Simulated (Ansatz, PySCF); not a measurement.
Reaction (SMILES): Cl[Si]Cl -> Cl[Si]Cl as doublet, charge -1 (an electron is taken up)
Structures are relaxed separately at B3LYP-D3(BJ)/def2-TZVP in Ansatz (an electronic-structure program). Unstable Hartree-Fock reference: Cl[Si]Cl. A spin state is the lowest found, not a proven ground state.
Geometry of the first species:
SMILES: Cl[Si]Cl
```xyz
3

Si    -0.0165     0.0173     0.9364
Cl     1.0611     1.2272    -0.3899
Cl    -1.0475    -1.2415    -0.3813
```

Quantity: adiabatic electron affinity (0 K, with B3LYP-D3(BJ) harmonic zero-point energies from PySCF), positive where the reaction releases energy, in eV. Valence correlation only, unless marked. UHF or UKS for open shells. No spin-orbit coupling. No relativistic terms. Anions need diffuse functions: aug- sets have them; def2-D sets add few; the other sets have none. Basis-set limits of correlation are two-point, X^-3; Hartree-Fock from the larger set. The bracket is a focal-point correction in the basis named.

| level | program | adiabatic electron affinity (eV) |
|---|---|---|
| PBE/def2-TZVPD | Ansatz | ___ |
| BLYP-D3(BJ)/def2-TZVPD | Ansatz + dftd3 | ___ |
| r2SCAN0/def2-TZVPD | Ansatz | ___ |
| HSE06-D4/def2-TZVPD | Ansatz + dftd4 | 1.28 |
| CAM-B3LYP-D3(BJ)/def2-TZVPD | Ansatz + dftd3 | 1.29 |
| CCSD/STO-3G | Ansatz | -3.16 |
| RI-MP2/CBS(aug-cc-pV(T+d)Z,aug-cc-pV(Q+d)Z)+[CCSD(T)-MP2]/aug-cc-pV(T+d)Z | Ansatz | 1.20 |

Problem. Some entries are withheld; supply them.

Solution. 
- PBE/def2-TZVPD, adiabatic electron affinity (eV): 1.24
- BLYP-D3(BJ)/def2-TZVPD, adiabatic electron affinity (eV): 1.12
- r2SCAN0/def2-TZVPD, adiabatic electron affinity (eV): 1.37
